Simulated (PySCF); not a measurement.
C3H3N2, SMILES [c]1ccn[nH]1, multiplicity 2.

The structure is a stationary point at B3LYP-D3(BJ)/def2-SVP. The isomer is the one that the SMILES or the coordinates give; other isomers of the formula were not compared.

Computed with PySCF with TDA-PBE/def2-SVPD.

Vertical excitations. Isolated molecule, no solvent.

Computed excitation energies, oscillator strengths and character:
```csv
state,energy (eV),λ (nm),f,main pairs
root 1,1.54,807,0.002,β HOMO→LUMO 99 %
root 2,2.16,574,0.000,β HOMO−1→LUMO 100 %
root 3,2.69,461,0.014,β HOMO−2→LUMO 97 %
root 4,4.86,255,0.000,"α HOMO→LUMO 38 %, α HOMO−1→LUMO 11 %, β HOMO→LUMO+1 45 %"
root 5,5.40,230,0.001,"α HOMO−1→LUMO 42 %, α HOMO→LUMO 15 %, β HOMO−1→LUMO+1 39 %"
root 6,5.73,216,0.000,"α HOMO−2→LUMO 82 %, β HOMO−2→LUMO+1 13 %"
root 7,5.74,216,0.006,β HOMO−3→LUMO 93 %
root 8,6.07,204,0.001,"α HOMO→LUMO+2 42 %, β HOMO→LUMO+3 43 %"
root 9,6.26,198,0.000,"α HOMO−3→LUMO 30 %, α HOMO−2→LUMO 7 %, β HOMO−2→LUMO+1 44 %, β HOMO−4→LUMO 16 %"
root 10,6.49,191,0.000,β HOMO→LUMO+2 86 %
```
Unrestricted roots are not spin-pure.
